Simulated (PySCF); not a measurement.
Species: OsF6 (triplet state).
Bonds: Os1–F2, Os1–F3, Os1–F4, Os1–F5, Os1–F6, Os1–F7.

Method: PBE0-D3(BJ)/def2-SVP geometry optimisation, gas phase, def2 core potentials past Kr in PySCF 2.14.0.

(1) Give the optimised bond lengths and angles.

Results:

(1) 
```
                   bond  length (bohr)
Os1–F2 and 5 like bonds          3.469
```

Bonds in one row agree within 0.02 bohr and their mean is given. A selection of angles:
```
    angle  degrees
F2–Os1–F3    179.8
F2–Os1–F4     91.4
F2–Os1–F5     88.7
```

Os1 (osmium bonded to 6 F) is octahedral (the three widest angles are 179.9°, 179.9° and 179.8°, the others run from 88.7° to 91.4°). All 6 F–Os bonds measure 1.836 Å.

No PBE0-D3(BJ)/def2-SVP frequencies stand behind this structure, so it isn't proved a minimum. ⟨S²⟩ = 2.006 (exact for a triplet: 2.00).

Neither the SCF state along the optimisation nor the shape of the open-shell metal species was proved the lowest: other solutions of the same spin, or a structure of lower symmetry, can lie below.
